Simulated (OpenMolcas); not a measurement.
## Bi+: CASPT2 settings compared

```
Program             : OpenMolcas
Basis               : ANO-R3 [9s8p6d3f2g1h]
Scalar Hamiltonian  : X2C, finite nucleus
Active space        : 4 electrons in 8 orbitals (6s 6p 7s 7p)
State averaging     : 2S+1 = 3 even, 3 roots; 2S+1 = 1 even, 6 roots kept (CI in the orbitals of an earlier block); 2S+1 = 5 odd, 1 root; 2S+1 = 3 odd, 8 roots kept (CI in the orbitals of an earlier block); 2S+1 = 1 odd, 5 roots kept (CI in the orbitals of an earlier block, 0 in the spin-orbit step)
Spin-orbit coupling : RASSI with atomic mean-field integrals over the reference wave functions, term energies averaged over their components
```

Methods on the same reference wave functions:
A. CASSCF
B. SS-CASPT2, IPEA 0.35 Eh, imaginary shift 0.25 Eh (closed shells correlated: 4f 5s 5p 5d)
C. XMS-CASPT2, IPEA 0.6 Eh, imaginary shift 0.2 Eh (closed shells correlated: 5d)

Energies in cm⁻¹ above 6s² 6p² ³P₀.

```json
{"Level": "6s² 6p² ³P₀", "A": "0.0", "B": "0.0", "C": "0.0"}
{"Level": "6s² 6p² ³P₁", "A": "10754", "B": "10640", "C": "10540"}
{"Level": "6s² 6p² ³P₂ [59 %]", "A": "15509", "B": "14750", "C": "14720"}
{"Level": "6s² 6p² ¹D₂ [59 %]", "A": "30032", "B": "28880", "C": "28880"}
{"Level": "6s² 6p² ¹S₀", "A": "39986", "B": "40570", "C": "41070"}
{"Level": "6s 6p³ ⁵S°₂", "A": "66800", "B": "76950", "C": "76530"}
```

Between B and C the level of the table that moves most is 6s² 6p² ¹S₀, by 500 cm-1 (lowest in B, highest in C). Moves below CASPT2's spread within the term are not significant.

From A to B the spin-free energies of the other terms of 6s² 6p² shown, above ³P, scale by factors of 0.82 to 1.04.

The lowest spin-free term lies below A's lowest term by 0.960 hartree in B, 0.493 hartree in C.

Term energies are means over components that CASPT2 splits; among the terms shown or strongly mixed into the levels shown the widest spread is 1000 cm-1 (6s² 6p² ¹D, C). Some high roots are left out of the spin-orbit mixing, which shifts the levels that they would mix with. Terms from blocks run as CI alone lack orbitals of their own. Active for correlation alone: 7p 7s; no level in the range computed is led by a configuration that fills them, so any true level of that kind is missing. Terms of s pⁿ other than that of highest spin mix with s² pⁿ⁻² d, which this space lacks; all of them can be thousands of cm-1 off, and some have no real level of that name. Spin-orbit splittings of 6p shells tend to come out small when the coupling is added on scalar orbitals. Levels of configurations outside the active space are missing. The table leaves out levels that lie high or whose names do not pair safely across all columns.

A share in square brackets marks a mixed level and gives the weight of the term that names it, the lowest over the columns. ° marks odd parity.
